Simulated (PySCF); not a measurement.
# isopropylsulfonyl chloride: 4 charge schemes on one density

Isopropylsulfonyl chloride, C3H7ClO2S.
Structure used (GFN2-xTB), in Å, numbered top down from 1:
```
atom  x, y, z in Å
C1    -0.294    1.463    0.137
C2    -0.319    0.073   -0.443
C3    -1.105   -0.954    0.329
S4     1.405   -0.512   -0.468
O5     1.477   -1.871   -0.899
O6     2.261    0.445   -1.094
Cl7    1.894   -0.511    1.510
H8     0.452    2.062   -0.381
H9    -1.265    1.943    0.032
H10   -0.038    1.428    1.194
H11   -0.576    0.076   -1.503
H12   -0.812   -0.942    1.377
H13   -0.906   -1.944   -0.076
H14   -2.173   -0.755    0.263
```

Density: PBE0/pcSseg-1 (PySCF); schemes: Mulliken, IAO, Hirshfeld and ESP-fitted. Geometry: GFN2-xTB, one conformer, isolated molecule.

At which atom do the 4 schemes differ most?

At S4: from +0.527 (Hirshfeld) to +1.944 e (IAO), 1.417 e apart.

For which atoms does the sign change between the 4 schemes (beyond +0.03 e in one, beyond −0.03 e in another)?

C2.

Give the atomic charges in each scheme.

In e:

```
atom                 environment  Mulliken     IAO  Hirshfeld  ESP-fitted
  C1               methyl carbon    -0.221  -0.435     -0.124      -0.557
  C2  sp3 carbon bound to sulfur    -0.493  -0.262     -0.012      +0.143
  C3               methyl carbon    -0.221  -0.435     -0.124      -0.579
  S4             sulfonyl sulfur    +0.992  +1.944     +0.527      +0.756
  O5             sulfonyl oxygen    -0.474  -0.834     -0.280      -0.412
  O6             sulfonyl oxygen    -0.474  -0.834     -0.281      -0.411
 Cl7        chlorine bonded to S    -0.153  -0.283     -0.045      -0.109
  H8             methyl hydrogen    +0.155  +0.168     +0.045      +0.152
  H9             methyl hydrogen    +0.140  +0.159     +0.056      +0.188
 H10             methyl hydrogen    +0.133  +0.155     +0.036      +0.165
 H11            methine hydrogen    +0.186  +0.176     +0.066      +0.141
 H12             methyl hydrogen    +0.133  +0.155     +0.035      +0.171
 H13             methyl hydrogen    +0.155  +0.168     +0.044      +0.160
 H14             methyl hydrogen    +0.140  +0.159     +0.056      +0.192
```

Mean size of the charges over all atoms: IAO 0.441 e, ESP-fitted 0.295 e, Mulliken 0.291 e, Hirshfeld 0.124 e. Each set sums to the total charge, 0, to within 0.001 e. The IAO scheme counts the electrons in orthogonalised intrinsic atomic orbitals, a minimal basis polarised so that it spans the occupied orbitals exactly.

How closely do the schemes follow one another over all atoms?

Correlation coefficient and root-mean-square difference: IAO with Hirshfeld 0.99, 0.465 e; Mulliken with IAO 0.96, 0.308 e; Mulliken with Hirshfeld 0.93, 0.211 e; Hirshfeld with ESP-fitted 0.89, 0.209 e; IAO with ESP-fitted 0.87, 0.378 e; Mulliken with ESP-fitted 0.81, 0.227 e.

How many electrons does the ESP-fitted scheme count on S4?

Z − q = 16 − (+0.756) = 15.244.
